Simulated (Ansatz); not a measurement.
Reaction (redistribution): `BC[NH][GeH3]` + `BSC(F)[SiH3]` → `BS[CH](F)[GeH3]` + `BCN[SiH3]`

Gas-phase electronic energies from Ansatz, PBE0-D4/def2-TZVP geometries. CBS: MP2 limit from def2 TZ/QZ plus the TZ coupled-cluster correction, frozen cores. DFT in def2-TZVPP. B3LYP here is the variant with VWN-RPA as its local correlation; programs differ in this. For Ge outer-core shells are correlated without core-valence functions, which leaves a few kJ/mol of doubt a bond. Scalar relativity is left out up to krypton. Each species was taken in one conformer, which may not be the lowest.

`BC[NH][GeH3]`:

Cartesian coordinates in Å:
```
B 1.343 0.347 -1.678
C 0.419 -0.316 -0.698
N 0.338 -0.041 0.674
Ge -1.224 -0.247 1.626
H 1.389 -0.076 -2.795
H 1.908 1.357 -1.363
H -0.065 -1.253 -0.975
H -0.161 0.484 -1.408
H 0.959 0.696 0.973
H -0.880 -0.021 3.104
H -2.314 0.750 1.174
H -1.713 -1.679 1.363
```

`BSC(F)[SiH3]`:

Z-matrix (Å, degrees):
```
C
S 1 1.814
Si 1 1.906 2 110.5
F 1 1.386 2 109.6 3 -120.8
H 1 1.093 2 107.2 3 122.3
B 2 1.760 1 104.4 3 -135.7
H 3 1.484 1 107.9 2 65.6
H 3 1.483 1 108.8 2 -54.3
H 3 1.484 1 108.7 2 -174.8
H 6 1.192 2 116.2 1 179.1
H 6 1.193 2 120.6 1 -0.1
```

`BS[CH](F)[GeH3]`:

Z-matrix (Å, degrees):
```
C
S 1 1.811
Ge 1 1.987 2 110.9
F 1 1.382 2 109.8 3 -120.7
H 1 1.092 2 107.7 3 122.0
B 2 1.760 1 104.3 3 -137.6
H 3 1.535 1 108.2 2 -173.9
H 3 1.535 1 108.0 2 66.4
H 3 1.533 1 108.5 2 -53.6
H 6 1.192 2 116.3 1 179.2
H 6 1.193 2 120.6 1 0.1
```

`BCN[SiH3]`:

Cartesian coordinates in Å:
```
B 0.065 1.622 -1.485
C 0.269 0.259 -0.788
N -0.209 0.108 0.565
Si -0.127 -1.344 1.470
H 0.515 1.779 -2.582
H -0.559 2.509 -0.971
H 1.338 -0.002 -0.867
H -0.208 -0.457 -1.493
H -0.790 0.862 0.889
H -0.684 -1.056 2.817
H -0.892 -2.472 0.858
H 1.284 -1.809 1.584
```

(1) Is it downhill or uphill in electronic energy at CCSD(T)/CBS, and by how much? (Estimate.)

(2) What do these levels give: PBE0-D4, B3LYP-D4, B2PLYP, PBE, r2SCAN, MP2/def2-TZVPP, SCS-MP2/def2-TZVPP, CCSD(T)/def2-TZVPP, HF/def2-QZVPP, SCS-MP2/def2-QZVPP, MP2/CBS(def2), CCSD/CBS(def2)? (Estimate.)

Largest T1 diagnostic among the species: 0.014.

## Answers

(1) Ansatz gave: Downhill: ΔE = -47.8 kJ/mol.

(2) Ansatz gave: PBE0-D4 -39.3, B3LYP-D4 -46.0, B2PLYP -47.0, PBE -31.8, r2SCAN -39.1, MP2/def2-TZVPP -47.0, SCS-MP2/def2-TZVPP -50.4, CCSD(T)/def2-TZVPP -46.2, HF/def2-QZVPP -67.3, SCS-MP2/def2-QZVPP -51.5, MP2/CBS(def2) -48.7, CCSD/CBS(def2) -52.4 kJ/mol.

In def2-TZVPP, CCSD(T) changes the Hartree–Fock value by +20.7 kJ/mol (the triples alone add +4.6 kJ/mol) and MP2 by +19.8 kJ/mol. From PBE to PBE0 (25 % exact exchange), in def2-TZVPP and without D4, ΔE moves by −7.7 kJ/mol.
